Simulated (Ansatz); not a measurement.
`[CH3][SnH]([OH])[F]` + `N=C([SiH3])CCl` → `[OH][SnH]([F])[CH2]Cl` + `CC(=N)[SiH3]`  (redistribution)

Isolated molecules relaxed with PBE0-D4/def2-TZVP in Ansatz; ΔE leaves out vibrations. CCSD(T)/CBS adds triple-zeta CCSD(T) − MP2 to the extrapolated MP2 energy (def2 sets, frozen cores). DFT in def2-TZVPP. Elements past krypton have def2 core potentials. For Sn outer-core shells are correlated without core-valence functions, which leaves a few kJ/mol of doubt a bond. One conformer a species, not always the lowest.

| level | ΔE (kJ/mol) |
| --- | --- |
| PBE0 | 19.4 |
| CCSD/CBS(def2) | 19.8 |

Q: What does CCSD(T)/CBS give? (An estimate is asked.)

A: The calculation gave: +19.8 kJ/mol. The listed levels differ from it by -0.4, 0.0 kJ/mol.

Largest T1 diagnostic among the species: 0.013.
